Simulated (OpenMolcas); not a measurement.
## Levels of Ti by method

```yaml
Program: OpenMolcas
Basis: ANO-R2 [6s5p4d2f1g]
Scalar_Hamiltonian: X2C, finite nucleus
Active_space: 2 electrons in 5 orbitals (3d)
State_averaging: 2S+1 = 3 even, 10 roots; 2S+1 = 1 even, 15 roots
Spin-orbit_coupling: RASSI with atomic mean-field integrals over the reference wave functions, term energies averaged over their components
```

Methods on the same reference wave functions:
A. CASSCF
B. SS-CASPT2, IPEA 0.25 Eh, imaginary shift 0.1 Eh (closed shells correlated: 3s 3p 4s)

Energies in cm⁻¹ above 3d² 4s² ³F₂, the measured ground level; measured values from NIST Handbook of Basic Atomic Spectroscopic Data.

```tsv
Level	A	B	Measured
3d² 4s² ³F₂	0.0	0.0	0.0
3d² 4s² ³F₃	176	178	170
3d² 4s² ³F₄	406	408	387
3d² 4s² ¹D₂	10567	6450	7255
3d² 4s² ³P₀	12704	9950	8437
3d² 4s² ³P₁	12765	10010	8492
3d² 4s² ³P₂	12892	10130	8602
3d² 4s² ¹G₄	16253	12860	12118
3d² 4s² ¹S₀	39210	27690
```

Deviations, from unrounded energies. A percentage is the sum of absolute deviations over the sum of measured energies, with the sign that they share, or ± where signs differ.

| Against measurement | Levels | A | B |
| --- | --- | --- | --- |
| mean absolute deviation (cm-1) | 7 | 2900 | 880 |
| fine structure of the ground term (%) | 2 | +4.6 | +5.2 |
| other terms of the ground configuration (%) | 5 | +45.2 | ±13.6 |

B lies closest to measurement on these levels. The largest miss of B in the table is 3d² 4s² ³P₂, by +1500 cm-1. The ranking rests on the paired levels alone, and a cruder setting can come out closer through cancelling errors.

From A to B the spin-free energies of the other terms of 3d² 4s² shown, above ³F, scale by factors of 0.60 to 0.79.

The lowest spin-free term lies below A's lowest term by 0.365 hartree in B.

Term energies are means over components that CASPT2 splits; among the terms shown or strongly mixed into the levels shown the widest spread is 1100 cm-1 (3d² 4s² ³F, B). With the s shell closed, the reference lacks s² → p², s² → d² and s → d mixing, so excited terms can stand far too high and out of order, with CASPT2 too. Without dynamic correlation excited terms often stand tens of per cent too high (terms of higher spin than the ground term too low), and those without a measured partner can miss by more than the paired ones (holds for A). Some terms miss by over 15 % even with CASPT2, which points to a basis or an active space too small for the shells correlated (holds for B). Measured partners are found by configuration, term and J. A level has none where our copy of the source lacks it or the pairing is in doubt (some pairs that miss far off the trend of their configuration count as doubtful), and it then counts in no deviation. Only configurations of the active space appear.
